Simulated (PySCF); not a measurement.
Species: C6H12N2.
Z-matrix (Å and degrees, PBE0-D3(BJ)/def2-SVP geometry), rows numbered from 1:
```
C 
C   1  1.5232
N   2  1.4425  1  115.10
C   3  1.4572  2  120.67  1   -69.42
C   4  1.5346  3  102.03  2   165.22
C   5  1.5291  4  113.42  3    93.07
C   5  1.5132  4   98.59  3   -24.43
N   7  1.2813  5  112.87  4    17.61
H   1  1.1012  2  112.08  3    61.71
H   1  1.1005  2  110.70  3  -178.23
H   1  1.1007  2  110.09  3   -58.62
H   2  1.1012  1  109.86  3   120.84
H   2  1.1025  1  110.67  3  -121.72
H   4  1.1093  3  111.14  2    47.33
H   4  1.1012  3  111.34  2   -73.47
H   5  1.1014  4  111.51  3  -142.71
H   6  1.1010  5  110.34  4   -53.04
H   6  1.1014  5  111.07  4    67.00
H   6  1.1006  5  111.18  4  -172.84
H   7  1.0925  5  126.02  4  -169.73
```

NICS is the negative of the GIAO shielding at a point without a nucleus: at the ring centre (0) and 1 Å above and below it (1); zz is the component along the ring normal. Level: GIAO HF/pcSseg-1 (PySCF, non-relativistic, gas phase) on the PBE0-D3(BJ)/def2-SVP geometry, one conformer.

Ring bond lengths (Å): N3–C4 1.457, C4–C5 1.535, C5–C7 1.513, C7–N8 1.281, N8–N3 1.358.

Problem. What do the NICS probes read (ppm)?

Solution. 
```csv
ring,type,NICS(0),"NICS(1), two faces","NICS(1)zz, two faces",rms pucker (Å),"centre to ring atoms, mean (Å)"
N3–C4–C5–C7–N8,"5-membered ring with 2 N; formal bonds 1 double, 4 single",-4.3,-3.4 / -5.0,-4.7 / -5.2,0.12,1.21
```

Problem. What do they say, and how far can they be read as aromaticity?

Solution. 
- N3–C4–C5–C7–N8: mean NICS(1)zz -5.0 ppm, shielded. C4, C5 have four or more neighbours, so the value isn't read as a sign of a π ring current.

Problem. What is the mean of the two in-plane components of NICS at the first NICS(1) probe listed for ring N3–C4–C5–C7–N8, 1 Å off the ring?

Solution. The isotropic value is a third of the trace: (3 × -3.4 − (-4.7))/2 = -2.7 ppm.

Problem. How do the values depend on the level or the medium?

Solution. 
```tsv
level	NICS(0), N3–C4–C5–C7–N8	mean NICS(1)zz, N3–C4–C5–C7–N8
HF/pcSseg-1, gas	-4.3	-5.0
PBE0/pcSseg-1, gas	-4.0	-4.6
PBE0/pcSseg-1, IEF-PCM cyclohexane	-4.0	-4.6
PBE0/pcSseg-1, IEF-PCM dimethylsulfoxide	-3.9	-4.6
```

The geometry is the same throughout; the continuum's cavity takes Bondi-type radii × 1.2.
